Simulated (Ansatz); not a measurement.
Total energies of `N#Cc1ccc(C23CC(C#N)(C2)C3)cc1` from Ansatz at PBE-D4/def2-SVP, gas phase (1 Eh = 27.2114 eV = 2625.5 kJ/mol). The reference geometry is relaxed at r2SCAN-D4/def2-SVP.

Cartesian coordinates in Å:
```
N -0.6768 5.6670 1.7202
C -0.5396 4.5597 1.3827
C -0.3733 3.2004 0.9688
C -1.4535 2.2986 1.0518
C -1.2855 0.9784 0.6477
C -0.0483 0.5274 0.1547
C 0.1136 -0.8868 -0.2719
C 1.3938 -1.5613 -0.8381
C 0.3075 -2.6767 -0.8078
C 0.4628 -4.0506 -1.2215
N 0.5863 -5.1592 -1.5552
C -0.0849 -2.1632 0.6072
C -0.6872 -1.6309 -1.3884
C 1.0220 1.4316 0.0750
C 0.8684 2.7572 0.4760
H -2.4164 2.6462 1.4340
H -2.1270 0.2820 0.7148
H 1.7249 -1.2400 -1.8385
H 2.2371 -1.6927 -0.1415
H -1.1125 -2.3873 0.9347
H 0.6537 -2.3255 1.4078
H -1.7548 -1.8196 -1.1936
H -0.5026 -1.3036 -2.4235
H 1.9886 1.0902 -0.3074
H 1.7037 3.4587 0.4119
```

```tsv
state	geometry	energy (Eh)
charge 0 singlet	reference	-609.63281
charge 1 doublet	reference	-609.30175
charge -1 doublet	reference	-609.64498
free N atom (quartet)	–	-54.46658
free C atom (triplet)	–	-37.75124
free H atom (doublet)	–	-0.49863
```

**Question.** Work out the vertical ionisation energy to the doublet.

**Answer.** E(charge 1 doublet) − E(charge 0 singlet) = -609.30175 − (-609.63281) = 0.33106 Eh = 9.01 eV. For comparison, −ε of the highest occupied level is 6.70 eV at this level, 2.31 eV less.

**Question.** Work out the vertical electron affinity, to the doublet.

**Answer.** E(charge 0 singlet) − E(charge -1 doublet) = -609.63281 − (-609.64498) = 0.01217 Eh = 0.33 eV. The basis lacks diffuse functions, which makes affinities too small.

**Question.** Give the fundamental gap IE − EA, the Mulliken electronegativity (IE + EA)/2 and the hardness (IE − EA)/2.

**Answer.** From the values in Eh: IE − EA = 0.33106 − 0.01217 = 0.31889 Eh = 8.68 eV; (IE + EA)/2 = 4.67 eV; (IE − EA)/2 = 4.34 eV. The HOMO–LUMO gap of the same run is 4.06 eV, 4.62 eV smaller than the fundamental gap.

**Question.** What is the binding energy per atom against free atoms?

**Answer.** Atoms: 2 × (-54.46658) + 13 × (-37.75124) + 10 × (-0.49863) = -604.68558 Eh. Binding: -604.68558 − (-609.63281) = 4.94723 Eh = 134.62 eV, or 5.38 eV for each of 25 atoms (no zero-point energy, no counterpoise term).

At PBE-D4/def2-SVP the highest occupied level of the charge -1 doublet lies above zero (up to 1.97 eV). By energy differences its removal costs 0.33 eV (vertical, to the charge 0 singlet, at PBE-D4/def2-SVP); self-interaction error and the lack of diffuse functions both raise the level.
